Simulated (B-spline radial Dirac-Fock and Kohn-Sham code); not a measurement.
The computed values come from a radial finite-basis atomic code: multi-electron Dirac-Fock with separately optimised hole states, Breit and Lamb-shift corrections added in first order. Correlation and solid-state effects are left out.

**Question.** An atom or ion in its tabulated ground configuration has these computed binding energies (the last is its least bound level). Which is it?

```tsv
level	binding energy (eV)
2p1/2	7755.6
3p1/2	1755.2
3p3/2	1622.4
4p1/2	431.6
4d3/2	277.3
4d5/2	271.9
4f	131.2
```

**Answer.** Eu⁸⁺: Z = 63 with 55 electrons, [Kr] 4d10 4f5 5s2 5p2.
